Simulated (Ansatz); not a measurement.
Born–Oppenheimer molecular dynamics of Cl₃H₅NPZr (11 atoms, charge 0, multiplicity 1). It starts at the highest image of a converged band. Of that band: Beside the main top the profile has a ripple of under 15 meV (maxima at images 2, 6), which may be a very shallow well or noise. A vibrational analysis at the climbing image gives one clearly imaginary mode, 1347i cm⁻¹: a first-order saddle point.

Level of theory: Ansatz 0.2.0, RKS B3LYP-D4/def2-SVP.

| Item | Value |
| --- | --- |
| ensemble | NVE (velocity Verlet) |
| time step | 0.5 fs |
| steps asked | 200 |
| starting velocities drawn for | 100 K |
| seed | 6561 |

First frame:

```xyz
11
Properties=species:S:1:pos:R:3
Zr 0.205 -0.256 0.111
N 0.174 -0.107 2.258
H -0.559 -0.486 2.860
H 0.554 0.737 2.694
Cl 2.268 0.488 -0.733
Cl -1.119 1.679 -0.221
Cl -1.090 -1.796 -1.113
P 1.666 -2.635 1.361
H 0.486 -3.358 1.013
H 2.077 -2.410 0.013
H 0.980 -1.164 2.017
```

(1) How far do the bonds stretch over the last three quarters of this one trajectory? (Pairs bonded in most of those frames.)

Answers

(1) 
| bond | mean (Å) | spread (Å) | shortest | longest |
| --- | --- | --- | --- | --- |
| Zr1–N2 | 2.464 | 0.118 | 2.20 | 2.61 |
| Zr1–Cl5 | 2.344 | 0.026 | 2.31 | 2.40 |
| Zr1–Cl6 | 2.440 | 0.042 | 2.37 | 2.50 |
| Zr1–Cl7 | 2.354 | 0.023 | 2.33 | 2.40 |
| Zr1–P8 | 2.717 | 0.196 | 2.49 | 3.02 |
| N2–H3 | 1.027 | 0.013 | 0.99 | 1.06 |
| N2–H4 | 1.029 | 0.014 | 1.00 | 1.06 |
| N2–H11 | 1.043 | 0.061 | 0.95 | 1.14 |
| P8–H9 | 1.434 | 0.035 | 1.38 | 1.49 |
| P8–H10 | 1.435 | 0.013 | 1.41 | 1.47 |

Mean temperature of the second half: 588 K. The conserved energy stayed within 0.27 meV per atom of its start (net change -0.14 meV per atom), so the integration is sound. The kinetic energy rose, since the run started high on the potential surface and went downhill. A run of 0.1 ps of so small a system gives no equilibrium averages. The orbitals stay closed-shell, which can raise the energy where a bond breaks towards radicals; this wasn't checked here.

Run time: 9.4 min on 4 threads of Intel(R) Xeon(R) Platinum 8488C (Sapphire Rapids) (shared host), peak memory 0.5 GiB.
